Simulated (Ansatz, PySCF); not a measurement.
Complex: H2O (SMILES O) (first 3 atoms) with CH2O (SMILES C=O); geometry from B3LYP-D3(BJ)/def2-TZVP, rigid monomers moved along the line of their centres of mass till H2···O5 is 3.57 Å.
(charge 0, multiplicity 1):
```xyz
7

O      0.2747    -0.1146     0.5396
H     -0.4627    -0.4410     1.0783
H     -0.0426    -0.1115    -0.3678
C     -0.8904    -0.5620     5.0594
O     -1.7693    -0.9861     4.3540
H      0.0298    -0.1245     4.6369
H     -0.9729    -0.5952     6.1605
```

Monomers are frozen at their geometry in the pair; levels with a basis set take the counterpoise correction. Rows marked so take none.

Cores are frozen in the correlated methods. Rows in 6-31G* carry no dispersion term and start afresh at each structure (6-31G* with six Cartesian d functions).

Programs: Ansatz (Gaussian basis) for Hartree–Fock, density functionals and correlated methods; PySCF for 6-31G* rows. Each number belongs to the level named beside it.

Problem. Estimate the interaction energy that HF/6-31G* (no counterpoise) returns for this input.

Solution. -1.5 kcal/mol

Ansatz is a program for electronic structure.
